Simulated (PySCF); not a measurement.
# Static response to an electric field

Species: C8H9BF2S.
SMILES with atom numbers: `[F:1][B:2]([F:3])[c:4]1[cH:5][cH:6][c:7]([CH:8]2[CH2:9][CH2:10][CH2:11]2)[s:12]1` (hydrogens: H13 on C5; H14 on C6; H15 on C8; H16, H17 on C9; H18, H19 on C10; H20, H21 on C11)

Structure used (PBE0-D3(BJ)/def2-SVP), in Å, numbered top down from 1:
```
atom  x, y, z in Å
F1     5.0926    0.5355    0.5247
B2     3.8878    0.9197    0.9118
F3     3.8261    1.8486    1.8512
C4     2.6303    0.3080    0.2891
C5     2.5586   -0.6459   -0.7096
C6     1.2345   -0.9806   -1.0717
C7     0.2859   -0.2832   -0.3507
C8    -1.1939   -0.3783   -0.4410
C9    -2.0262   -0.7449    0.8150
C10   -3.1134    0.2315    0.3329
C11   -2.0532    0.9047   -0.5562
S12    1.0405    0.7844    0.7718
H13    3.4496   -1.0842   -1.1625
H14    0.9693   -1.7108   -1.8378
H15   -1.4398   -1.0683   -1.2634
H16   -1.5282   -0.3826    1.7279
H17   -2.2869   -1.8043    0.9559
H18   -3.6180    0.8513    1.0879
H19   -3.8816   -0.2802   -0.2668
H20   -1.5653    1.7461   -0.0391
H21   -2.3365    1.2350   -1.5666
```

Level: CAM-B3LYP/def2-SVPD (PySCF), static field, nuclei fixed, core orbitals frozen in the response. The polarisability tensor in these axes (au):

```
x   162.40   3.54   2.93
y     3.54 103.16  15.91
z     2.93  15.91 103.80
```

What are the eigenvalues, a third of the trace, and Δα (Δα² = ½Σ(αi − αj)² over the three pairs)?

Principal values 87.56, 118.91 and 162.88 au; mean 123.12 au = 18.24 Å³ = 20.30 × 10⁻⁴⁰ C²·m²/J; Δα = 65.53 au (53 % of the mean).

What is the dipole moment, and where does it point?

(-2.89, -1.42, -1.45) D, 3.53 D in size, pointing from the negative to the positive side. Measured along this direction, the outermost atoms are F3 and F1 at the negative end and H19 at the positive end.

Find the Langevin capture rate constant for NH4+ (18.034 u) meeting this molecule (186.049 u), k = 2.342 × 10⁻⁹ cm³/s × √(α in Å³ / reduced mass in u).

The reduced mass is 16.44 u, so k = 2.47 × 10⁻⁹ cm³/s. The formula leaves out the permanent dipole, which adds to the capture rate.

Molar refractivity from α?

Lorentz–Lorenz: R = (4π/3)N_A α = 2.5225 cm³/(mol·Å³) × 18.24 Å³ = 46.0 cm³/mol, in the limit of long wavelengths.

Along which axes do the principal values lie, and how far do the nuclei extend along each?

Largest value along (0.99, 0.08, 0.07), where the nuclei span 9.04 Å; middle along (-0.10, 0.70, 0.71), 4.80 Å; least along (-0.01, 0.71, -0.70), 3.94 Å. The response follows the extents in order.

The structure is a single PBE0-D3(BJ)/def2-SVP conformer in the gas phase; no vibrational or solvent corrections.
